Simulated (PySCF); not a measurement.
PySCF input (TPSS/def2-TZVPD):

```python
from pyscf import gto, scf, dft

mol = gto.M(
    atom='''
    Ca    0.76441664    0.31906008    0.20734206
    F    -0.98334068    0.39388970   -0.88804472
    F    -0.71536298   -1.10291211    0.42728458
    ''',
    basis='def2-tzvpd',
    charge=1,
    spin=1,
    verbose=4,
)

mf = dft.UKS(mol, xc='tpss').density_fit(auxbasis='def2-universal-jkfit')
mf.grids.level = 3
mf.conv_tol = 1e-9
mf.max_cycle = 100
mf.max_memory = 1500
mf.kernel()
if not mf.converged:
    mf = mf.newton()
    mf.kernel(mf.make_rdm1())
for _ in range(2):
    mo, _, stable, _ = mf.stability(return_status=True)
    if stable:
        break
    mf.kernel(mf.make_rdm1(mo, mf.mo_occ))
mf.analyze()
```

Output:

```
PySCF version 2.14.0

[INPUT] verbose = 4
[INPUT] num. atoms = 3
[INPUT] num. electrons = 37
[INPUT] charge = 1
[INPUT] spin (= nelec alpha-beta = 2S) = 1
[INPUT] symmetry False subgroup None
[INPUT] Mole.unit = angstrom
[INPUT] Symbol           X                Y                Z      unit          X                Y                Z       unit  Magmom
[INPUT]  1 Ca     0.764416640000   0.319060080000   0.207342060000 AA    1.444538094660   0.602936168482   0.391819707503 Bohr   0.0
[INPUT]  2 F     -0.983340680000   0.393889700000  -0.888044720000 AA   -1.858244572344   0.744343656287  -1.678161307166 Bohr   0.0
[INPUT]  3 F     -0.715362980000  -1.102912110000   0.427284580000 AA   -1.351840111853  -2.084201827366   0.807450833450 Bohr   0.0

nuclear repulsion = 113.617209526553
number of shells = 42
number of NR pGTOs = 183
number of NR cGTOs = 116
basis = def2-tzvpd
ecp = {}

******** <class 'pyscf.df.df_jk.DFUKS'> ********
method = DFUKS
initial guess = minao
damping factor = 0
level_shift factor = 0
DIIS = <class 'pyscf.scf.diis.CDIIS'>
diis_start_cycle = 1
diis_space = 8
diis_damp = 0
SCF conv_tol = 1e-09
SCF conv_tol_grad = None
SCF max_cycles = 100
direct_scf = False
number electrons alpha = 19  beta = 18
XC library pyscf.dft.libxc version 7.1.2
    S. Lehtola, C. Steigemann, M. J. T. Oliveira, and M. A. L. Marques,  SoftwareX 7, 1–5 (2018)
XC functionals = tpss
    J. Tao, J. P. Perdew, V. N. Staroverov, and G. E. Scuseria,  Phys. Rev. Lett. 91, 146401 (2003)
    J. P. Perdew, J. Tao, V. N. Staroverov, and G. E. Scuseria,  J. Chem. Phys. 120, 6898 (2004)
    J. Tao, J. P. Perdew, V. N. Staroverov, and G. E. Scuseria,  Phys. Rev. Lett. 91, 146401 (2003)
    J. P. Perdew, J. Tao, V. N. Staroverov, and G. E. Scuseria,  J. Chem. Phys. 120, 6898 (2004)
radial grids:
    Treutler-Ahlrichs [JCP 102, 346 (1995); DOI:10.1063/1.469408] (M4) radial grids

becke partition: Becke, JCP 88, 2547 (1988); DOI:10.1063/1.454033
pruning grids: <function nwchem_prune>
grids dens level: 3
symmetrized grids: False
atomic radii adjust function: <function treutler_atomic_radii_adjust>
small_rho_cutoff = 0
Set gradient conv threshold to 3.16228e-05
tot grids = 48952
init E= -877.302013188055
  alpha nocc = 19  HOMO = -0.427664312265738  LUMO = -0.120665248485068
  beta  nocc = 18  HOMO = -0.46943011724328  LUMO = -0.42766431226574

WARN: HOMO -0.427664312265738 >= LUMO -0.42766431226574

cycle= 1 E= -877.11468339291  delta_E= 0.187  |g|= 0.381  |ddm|= 1.45
[...]
  beta  nocc = 18  HOMO = -0.517291606019825  LUMO = -0.441007159311951
  HOMO = -0.51729160602  LUMO = -0.441007159312  gap/eV = 2.07581
Extra cycle  E= -877.172992317577  delta_E= 1.22e-11  |g|= 7.14e-06  |ddm|= 6.71e-06
converged SCF energy = -877.172992317577  <S^2> = 0.7544387  2S+1 = 2.0044338
uhf_internal: lowest eigs of H = [0.95037911 0.95282448 0.95403293]
<class 'pyscf.df.df_jk.DFUKS'> wavefunction is stable in the internal stability analysis
**** SCF Summaries ****
Total Energy =                        -877.172992317576814
Nuclear Repulsion Energy =             113.617209526552756
One-electron Energy =                -1425.970836452225285
Two-electron Energy =                  435.180634608095659
Two-electron Coulomb Energy =          492.081520475748277
DFT Exchange-Correlation Energy =      -56.900885867652597
HOMO-LUMO gap [eV] =                     2.075805526690063
**** MO energy ****
                             alpha | beta                alpha | beta
MO #1   energy= -144.976828123567  | -144.97684365242   occ= 1 | 1
MO #2   energy= -24.6113978188338  | -24.5942269202569  occ= 1 | 1
MO #3   energy= -24.6113732417009  | -24.5942060208174  occ= 1 | 1
MO #4   energy= -15.3845179119483  | -15.3846092959496  occ= 1 | 1
MO #5   energy= -12.5341748122784  | -12.5342283560691  occ= 1 | 1
MO #6   energy= -12.533564216019   | -12.5336423843315  occ= 1 | 1
MO #7   energy= -12.5328704573602  | -12.5329788999518  occ= 1 | 1
MO #8   energy= -1.95088385789882  | -1.9513646240884   occ= 1 | 1
MO #9   energy= -1.32086514782815  | -1.29882398706622  occ= 1 | 1
MO #10  energy= -1.27934963257604  | -1.26698010172793  occ= 1 | 1
MO #11  energy= -1.25540887736464  | -1.25579285872822  occ= 1 | 1
MO #12  energy= -1.22558134726411  | -1.2024302721      occ= 1 | 1
MO #13  energy= -1.21770582494478  | -1.20043195562031  occ= 1 | 1
MO #14  energy= -0.636722848856351 | -0.565665145486576 occ= 1 | 1
MO #15  energy= -0.566508065410341 | -0.550795152355814 occ= 1 | 1
MO #16  energy= -0.562693257529421 | -0.549417947749024 occ= 1 | 1
MO #17  energy= -0.55309080395215  | -0.540749165479736 occ= 1 | 1
MO #18  energy= -0.531255279629312 | -0.517291606019825 occ= 1 | 1
MO #19  energy= -0.530189021357137 | -0.441007159311951 occ= 1 | 0
MO #20  energy= -0.279320663712044 | -0.27939579167911  occ= 0 | 0
MO #21  energy= -0.247989314239234 | -0.248098600311062 occ= 0 | 0
MO #22  energy= -0.246076535292896 | -0.245431209194002 occ= 0 | 0
MO #23  energy= -0.243578784725444 | -0.243742464961769 occ= 0 | 0
MO #24  energy= -0.23602842353291  | -0.235024285042511 occ= 0 | 0
MO #25  energy= -0.223857210652671 | -0.222971488574109 occ= 0 | 0
MO #26  energy= -0.167116728138964 | -0.167116884703174 occ= 0 | 0
MO #27  energy= -0.143594167654141 | -0.141004617972647 occ= 0 | 0
MO #28  energy= -0.111493836301467 | -0.110223365894626 occ= 0 | 0
MO #29  energy= -0.0725485956348814 | -0.0726739771081758 occ= 0 | 0
MO #30  energy= -0.0343439216552479 | -0.0341973957994932 occ= 0 | 0
MO #31  energy= -0.0337986371532995 | -0.0307506329712677 occ= 0 | 0
MO #32  energy= -0.0253307558315343 | -0.0248375947873076 occ= 0 | 0
MO #33  energy= -0.022553207269443 | -0.0224388955568632 occ= 0 | 0
MO #34  energy= -0.0173347473382384 | -0.0172301355029761 occ= 0 | 0
MO #35  energy= -0.0170386450690681 | -0.0166605330641314 occ= 0 | 0
MO #36  energy= -0.0152670257779935 | -0.0129305782809404 occ= 0 | 0
MO #37  energy= 0.0305252649856177 | 0.0323475116279747 occ= 0 | 0
MO #38  energy= 0.0432331989003771 | 0.0438675567599028 occ= 0 | 0
MO #39  energy= 0.0516436282693805 | 0.0537178974233301 occ= 0 | 0
MO #40  energy= 0.0547325289218139 | 0.054884382674482  occ= 0 | 0
MO #41  energy= 0.064048763299035  | 0.0633664995844754 occ= 0 | 0
MO #42  energy= 0.0670486873736695 | 0.0671015628084415 occ= 0 | 0
MO #43  energy= 0.0974271940909401 | 0.09904936597979   occ= 0 | 0
MO #44  energy= 0.178752908794232  | 0.180924571922453  occ= 0 | 0
MO #45  energy= 0.201161838440634  | 0.205112640938279  occ= 0 | 0
MO #46  energy= 0.288756470318297  | 0.292521602847401  occ= 0 | 0
MO #47  energy= 0.350976802747731  | 0.354436258382757  occ= 0 | 0
MO #48  energy= 0.377807789543115  | 0.384865884833082  occ= 0 | 0
MO #49  energy= 0.400050431953159  | 0.401630609356317  occ= 0 | 0
MO #50  energy= 0.407923804822952  | 0.407700078136713  occ= 0 | 0
MO #51  energy= 0.437366744897012  | 0.439984696565339  occ= 0 | 0
MO #52  energy= 0.476089819008855  | 0.48984810328421   occ= 0 | 0
MO #53  energy= 0.48494128654094   | 0.491866384811161  occ= 0 | 0
MO #54  energy= 0.485368246374332  | 0.492165391214899  occ= 0 | 0
MO #55  energy= 0.494349491340836  | 0.500229401991522  occ= 0 | 0
MO #56  energy= 0.518868445571136  | 0.523320836430229  occ= 0 | 0
MO #57  energy= 0.580061481525857  | 0.599934140027461  occ= 0 | 0
MO #58  energy= 0.597173067835198  | 0.602883051993142  occ= 0 | 0
MO #59  energy= 0.629980324495789  | 0.632841458549571  occ= 0 | 0
MO #60  energy= 0.668868624231922  | 0.672309103597675  occ= 0 | 0
MO #61  energy= 0.672807212013354  | 0.672589650935472  occ= 0 | 0
MO #62  energy= 0.802073678825955  | 0.804052117951038  occ= 0 | 0
MO #63  energy= 0.874303128433642  | 0.883707799416449  occ= 0 | 0
MO #64  energy= 0.899148983520356  | 0.911977333385695  occ= 0 | 0
MO #65  energy= 0.936245570573159  | 0.940217473117337  occ= 0 | 0
MO #66  energy= 1.10458293398108   | 1.10493692342344   occ= 0 | 0
MO #67  energy= 1.1076829076489    | 1.10747983493835   occ= 0 | 0
MO #68  energy= 1.16833824252891   | 1.16805934525527   occ= 0 | 0
MO #69  energy= 1.1910349240687    | 1.20716734617332   occ= 0 | 0
MO #70  energy= 1.20694325455994   | 1.20745366172518   occ= 0 | 0
MO #71  energy= 1.38095974199127   | 1.38268571568496   occ= 0 | 0
MO #72  energy= 1.53002423510051   | 1.53369197398911   occ= 0 | 0
MO #73  energy= 1.9958902473808    | 2.02569992103159   occ= 0 | 0
MO #74  energy= 2.00469929345921   | 2.02916905484025   occ= 0 | 0
MO #75  energy= 2.02720886157895   | 2.04461704871147   occ= 0 | 0
MO #76  energy= 2.03288237555146   | 2.04968837968155   occ= 0 | 0
MO #77  energy= 2.04172853435089   | 2.06351120764184   occ= 0 | 0
MO #78  energy= 2.04175296950853   | 2.06599744122964   occ= 0 | 0
MO #79  energy= 2.08177464291197   | 2.09205386461925   occ= 0 | 0
MO #80  energy= 2.08706927696504   | 2.1005336465137    occ= 0 | 0
MO #81  energy= 2.23182021056186   | 2.27014821896147   occ= 0 | 0
MO #82  energy= 2.28685684489643   | 2.30352790605994   occ= 0 | 0
MO #83  energy= 3.06419473225929   | 3.08101540132971   occ= 0 | 0
MO #84  energy= 3.07580139510319   | 3.0932512355625    occ= 0 | 0
MO #85  energy= 3.09540896263056   | 3.14056796916891   occ= 0 | 0
MO #86  energy= 3.20098536796222   | 3.22846272481201   occ= 0 | 0
MO #87  energy= 3.36658436729469   | 3.39588161902519   occ= 0 | 0
MO #88  energy= 3.37127992631974   | 3.42278591082073   occ= 0 | 0
MO #89  energy= 3.86642383626251   | 3.89749331063764   occ= 0 | 0
MO #90  energy= 3.93171975026262   | 3.96459665588747   occ= 0 | 0
MO #91  energy= 6.63772201844771   | 6.67914046988588   occ= 0 | 0
MO #92  energy= 6.63942731769359   | 6.68012391184021   occ= 0 | 0
MO #93  energy= 6.64019900079675   | 6.68436580059403   occ= 0 | 0
MO #94  energy= 6.6521349868164    | 6.68552194248369   occ= 0 | 0
MO #95  energy= 6.65487199077724   | 6.68828969527739   occ= 0 | 0
MO #96  energy= 6.6574652782558    | 6.68970250351659   occ= 0 | 0
MO #97  energy= 6.66191002224408   | 6.69273250206128   occ= 0 | 0
MO #98  energy= 6.66831278596626   | 6.69566110527921   occ= 0 | 0
MO #99  energy= 6.66991197517015   | 6.70467108070139   occ= 0 | 0
MO #100 energy= 6.6781563591463    | 6.70522375624678   occ= 0 | 0
MO #101 energy= 6.68581789642096   | 6.71490704105396   occ= 0 | 0
MO #102 energy= 6.71817042791548   | 6.73980587109816   occ= 0 | 0
MO #103 energy= 6.75561471936764   | 6.78527776472144   occ= 0 | 0
MO #104 energy= 6.75601608885343   | 6.80227331260163   occ= 0 | 0
[...]
```
